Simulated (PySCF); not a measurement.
**Correlation energy of Hg⁺ (mercury, charge +1)**

[Xe] 4f14 5d10 6p1, 2P determinant (an excited configuration). All numbers are calculated (PySCF 2.14, scalar relativity through the core potential, in aug-cc-pVTZ-PP with ECP60MDF). Frozen: 5s2 5p6; 11 electrons correlated.

MP2 pair energies summed by pair of shells (mhartree):

| pair | energy | share (%) |
| --- | --- | --- |
| 5d-5d | -331.67 | 90.9 |
| 5d-6p | -33.30 | 9.1 |

Total MP2 correlation energy: -364.97 mhartree.

Same-spin part -128.70 and opposite-spin part -236.27 mhartree; SCS-MP2 scales them by 1/3 and 6/5 to -326.43 mhartree.
